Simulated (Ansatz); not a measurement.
Saddle point of SiAsN2H9, singlet (SiN₂H₆ ([NH2][SiH2][NH2]) + AsH₃ → SiAsNH₆ ([NH2][SiH2][AsH2]) + NH₃; bonds formed: Si1–As7, N2–H6; bonds broken: Si1–N2, H6–As7), PBE0-D4/def2-TZVP structure:

```
13
angstrom
Si -0.8634 -0.7422 0.0153
N 0.4656 -0.3856 1.2687
H -0.2567 -1.6723 -0.9536
H -1.8079 -1.5304 0.8635
N -1.7439 0.6445 -0.3750
H 1.1152 0.1347 0.5494
As 1.3912 0.8948 -1.4982
H 0.9116 -1.2026 1.6804
H 0.1593 0.2460 2.0046
H -1.3916 1.3111 -1.0426
H -2.7392 0.6788 -0.2281
H 2.4605 -0.1869 -1.6073
H 2.2992 1.8102 -0.6770
```

Energies are electronic, without zero-point energy. Barriers and step energies count from the start structure reached by relaxing down the imaginary mode; all methods use the PBE0-D4 structures, on which another method's saddle can fall below an end. Ansatz 0.2.0; basis: def2-TZVPP, with def2-QZVPP for the basis limit; cores frozen in the correlated methods. Filled d shells of the heavier atoms are correlated. The def2 sets are not built for correlating such inner shells, so the correlated values are less sure here. B3LYP uses VWN-RPA correlation. Extrapolation: Hartree–Fock as exp(−7.88 √X), correlation as X^−2.97.

```csv
method,barrier (kJ/mol),step energy (kJ/mol)
SPW92,85.3,31.8
PBE-D4,109.1,25.4
BLYP-D4,128.0,36.8
r2SCAN-D4,123.3,34.1
B97M-V,147.6,40.8
PBE0-D4,119.0,28.7
B3LYP-D4,?,38.7
r2SCAN0-D4,127.5,34.9
BHLYP-D4,147.0,42.7
CAM-B3LYP-D4,143.1,44.4
wB97X-V,142.7,37.4
wB97M-V,135.2,37.7
B2PLYP,140.9,38.7
PBE-QIDH,?,33.2
RPA on PBE,?,38.0
HF,182.7,50.2
MP2,136.0,36.6
CCSD,150.8,39.1
CCSD(T),142.7,37.0
```

**Question.** Fill in the withheld barriers. (An estimate is asked for; the value comes from the calculation.)

**Answer.** The calculation gives: B3LYP-D4 135.1; PBE-QIDH 129.6; RPA on PBE 151.7 kJ/mol. Each is the energy of the saddle less that of the start structure, by the same method.

For comparison, the barrier by CCSD(T) at an estimated basis limit (MP2 extrapolated from triple and quadruple zeta, plus CCSD(T) − MP2 in triple zeta) is 134.3 kJ/mol.

The T1 diagnostic stays at or below 0.012.

Labels in which every atom is bracketed show which atoms are joined, not bond orders.

For scale, one of the runs: CCSD(T)/def2-TZVPP, 278 basis functions, launched by `ansatz run in.yaml --threads 8 --pin off --events-out ev --progress --plain --max-ram 19148MiB`. Hardware: 8 CPU threads of an Arm Neoverse V2, shared host. Wall time 3.2 min; peak host memory 7.8 GiB.
